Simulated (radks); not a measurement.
Task: Radial electron density D(r) = 4 pi r^2 rho(r) of an atom or ion with 11 electrons. All-electron calculation, non-relativistic Kohn-Sham, LDA (Slater exchange, Perdew-Wang correlation), spin-unpolarised, spherical densities, point nucleus. Program: a radial shooting solver on a logarithmic mesh with Libxc functionals.

r (bohr)  D(r) (e/bohr)
0.005747         0.6193
0.006479         0.7713
0.007247         0.9445
0.008171          1.170
0.009213          1.445
0.01039           1.777
0.01162           2.148
0.0131            2.620
0.01477           3.179
0.01652           3.788
0.01863           4.541
0.021             5.404
0.02368           6.376
0.02649           7.379
0.02986           8.541
0.03367           9.771
0.03796           11.03
0.04246           12.19
0.04788           13.36
0.05398           14.37
0.06086           15.16
0.06808           15.61
0.07676           15.75
0.08654           15.49
0.0968            14.90
0.1091            13.96
0.1231            12.81
0.1387            11.62
0.1552            10.64
0.175             9.920
0.1973            9.677
0.2224            9.971
0.2488            10.68
0.2805            11.75
0.3163            12.89
0.3538            13.74
0.3989            14.17
0.4497            13.92
0.5071            12.93
0.5672            11.43
0.6395            9.408
0.721             7.231
0.8129            5.191
0.9093            3.604
1.025             2.350
1.156             1.550
1.303             1.110
1.458            0.9025
1.644            0.7751
1.853            0.6606
2.073            0.5337
2.337            0.3825
2.635            0.2403
2.971            0.1301
3.323           0.06324
3.747           0.02449
4.224          0.007765
4.763          0.001973
5.327         0.0004406

What is the nuclear charge?

Result: Z = 14. The innermost maximum, from 1s, lies near 1/Z = 0.0714 bohr (found: 0.0755), and its height grows with Z. The density is that of the silicon ion Si3+ in [Ne] 3s1; the configuration itself is not fixed sharply by these data, and Z only to about a unit. D(r) has 2 maxima, at r = 0.0755, 0.405 bohr, and minima at 0.196 bohr, inside which lie 2.19 electrons.
